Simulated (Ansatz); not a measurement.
Harmonic frequencies (cm⁻¹) at PBE0-D4/def2-TZVP from Ansatz: 52, 185, 234, 267, 272, 361, 399, 500, 537, 779, 901, 954, 1087, 1088, 1121, 1142, 1174, 1259, 1313, 1440, 1456, 1470, 1481, 1489, 1499, 1560, 1640, 2592, 2993, 3002, 3031, 3041, 3137, 3145, 3647, 3745.

Each molecule was computed in one conformer, which needn't be the lowest.

(1) Which molecule is it?
A. `CCB(N)N`
B. `CBOC(C)=O`
C. `CN(C)BN`
D. `CCB(O)O`

Results:

(1) C.
